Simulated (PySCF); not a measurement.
Compound: C5H4ClF2O (doublet state).
Geometry (GFN2-xTB, Å), atoms numbered from 1 in this order:
```
atom  x, y, z in Å
O1     0.2543    2.7126   -1.1807
C2     0.3120    1.6231   -0.7838
C3     0.3597    0.4165   -0.2964
C4     0.8804   -0.7529   -1.0576
Cl5    2.4958   -1.2489   -0.4123
C6    -0.1383    0.1595    1.1330
C7    -1.5381   -0.3133    1.0845
F8    -1.7971   -1.4831    0.4832
F9    -2.4933    0.5653    0.7583
H10    1.0253   -0.5210   -2.1110
H11    0.2347   -1.6232   -0.9448
H12    0.4960   -0.6048    1.5824
H13   -0.0958    1.0706    1.7276
```

The hyperfine couplings belong to this conformer and change with its torsions.

Identity: `O=C=C(CCl)C[C](F)F` [radical].

Method: UKS B3LYP, pcH-1 on C Cl F H O, non-relativistic, mean-field spin-orbit, GIAO in PySCF 2.14.0. One conformer (not necessarily the lowest) at the GFN2-xTB geometry, without solvent, vibrations or thermal averaging. A GFN2-xTB geometry isn't a minimum of the functional, and hyperfine couplings can be far from their values at a DFT geometry. The SCF solution wasn't tested for stability.

Principal values of hyperfine tensors in MHz (contact, dipolar and spin–orbit terms together), for some of the nuclei:

```
atom  isotope      A1      A2      A3
  C7      13C  255.86  256.23  497.60
  F9      19F   11.50   36.69  639.02
  C3      13C   55.31   56.97   71.35
  C6      13C   36.12   37.30   47.67
 H12       1H    3.28    5.12   21.79
 H13       1H    2.80    4.96   21.69
 H11       1H    2.74    3.53    9.55
  C4      13C   -4.83   -4.27   -3.55
```

**Question.** Split each tensor into its isotropic and traceless parts, and turn a_iso into mT with g = 2.0037.

**Answer.** a_iso is a third of the trace, T = A − a_iso, and a(mT) = a(MHz)/(g × 13.996). The tensors hold a spin–orbit part: the run splits a_iso into a_FC + a_SO, and T includes its anisotropic share.

```csv
atom,a_iso (MHz),a_FC,a_SO,a_iso (mT),T1,T2,T3
C7,336.56,336.48,0.08,12.001,-80.70,-80.34,161.04
F9,229.07,228.06,1.01,8.168,-217.57,-192.38,409.95
C3,61.21,61.20,0.01,2.183,-5.90,-4.24,10.14
C6,40.37,40.36,0.01,1.439,-4.24,-3.07,7.31
H12,10.07,10.07,0.00,0.359,-6.78,-4.94,11.73
H13,9.81,9.81,0.00,0.350,-7.02,-4.86,11.87
H11,5.27,5.28,0.00,0.188,-2.53,-1.74,4.27
C4,-4.22,-4.21,0.00,-0.150,-0.61,-0.06,0.67
```

**Question.** What spin density at the nucleus of C3 lies behind its contact coupling (g_N = 1.40482)?

**Answer.** a_FC = 800.24 MHz bohr³ × g_N × ρ(0)/(2S). With a_FC = 61.20 MHz and 2S = 1, ρ(0) = 0.05444 bohr⁻³.

**Question.** F8 (19F, g_N = 5.25774) isn't in the table. Its spin density at the nucleus is 0.05353 bohr⁻³. What is its contact coupling?

**Answer.** By the same relation, a_FC = 225.2 MHz. The spin–orbit term adds +1.01 MHz. Its full tensor has the principal values 8.50, 33.82, 636.35 MHz.

**Question.** Which nucleus of the table has the largest anisotropic coupling, and what is its form?

**Answer.** F9: -217.6, -192.4, 410.0 MHz (the dipolar term alone has -218.6, -192.6, 411.2), nearly axial, close to the ratio −1:−1:+2.
